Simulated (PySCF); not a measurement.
# Spin states of InP

Unrestricted PBE0; basis In def2-SVPD with ECP28, P def2-SVPD; scalar-relativistic core potentials; PySCF 2.14. Outer shells of the fragments: In 4d10 5s2 5p1; P 3s2 3p3.

Followed along the bond (rough minima from three points):

```csv
2Ms+1,unpaired,⟨S²⟩ at the start,R at minimum (Å),Te (eV)
3,π ↑↑,2.01,2.67,0.00
3,"σ ↑, π ↑",2.02,2.46,0.27
1,π ↑↓,1.01,2.67,0.33
1,"σ ↓, π ↑",1.02,2.44,0.47
1,none,0.00,none in the scan,≤ 1.37
```

Solutions found at the starting distance of 2.455 Å, counted from the lowest of them; the search is not exhaustive and high or unbound solutions are not listed, so other states can lie among these:

```tsv
2Ms+1	unpaired	term	E (eV)	⟨S²⟩	⟨Lz²⟩	μ (D)
3	π ↑↑	³Σ⁻	0.00	2.01	0.00	-0.99
3	σ ↑, π ↑	³Π	0.10	2.02	1.02	-2.97
1	σ ↓, π ↑	mixed	0.30	1.02	1.02	-3.06
1	π ↑↓	mixed	0.33	1.01	2.02	-0.95
1	none	¹Σ⁺	1.35	0.00	0.00	-4.48
1	none	mixed	1.37	0.00	2.00	-0.69
5	σ ↑, π ↑↑↑	⁵Π	1.97	6.01	1.00	0.69
3	σ ↓, π ↑↑↑	mixed	2.61	3.02	1.00	0.80
3	π ↑↑	mixed	3.14	2.02	2.01	-1.55
3	π ↑↑	mixed	3.41	2.01	2.01	-1.58
5	σ ↑↑, π ↑↑	⁵Σ⁻	4.16	6.00	0.00	2.03
1	σ ↓↓, π ↑↑	mixed	5.08	2.02	0.00	3.32
5	σ ↑, π ↑↑, δ ↑	⁵Δ	5.66	6.01	4.00	0.81
1	σ ↓, π ↑↑, δ ↓	mixed	6.18	2.02	4.00	1.48
```

A term symbol is given only where ⟨S²⟩ and ⟨Lz²⟩ are close to those of a pure state; real π, δ and φ orbitals otherwise mix terms. A positive dipole means In(−)P(+).

Problem. Compare the gap between the two lowest followed solutions at the starting distance with the gap between their minima.

Solution. At PBE0 the second solution (triplet, unpaired electrons σ ↑, π ↑) lies +0.10 eV from the first (triplet, unpaired electrons π ↑↑) at 2.455 Å and +0.27 eV at the minima; the two curves relax by different amounts, since their minima lie near 2.46 and 2.67 Å.

Spin–orbit coupling is left out.
